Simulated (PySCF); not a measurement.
## How methods differ on the ionisation energy of Sc²⁺

Sc²⁺ [Ar] 3d1 (2D) → Sc³⁺ [Ar] (1S), as a difference of total energies. Calculation: PySCF 2.14, in x2c-SVPall (5s3p3d1f, 36 functions); the spin-free X2C one-electron Hamiltonian (Gaussian nucleus). The calculations carry no spin-orbit coupling.

```tsv
method	ionisation energy (eV)
UHF	24.269
MN15	25.586
M06-L	25.215
```

The reference lies between the lowest fine-structure levels, while these numbers refer to the centres of the terms.

For comparison: 24.757 eV (measured; NIST Atomic Spectra Database, ionization energies).
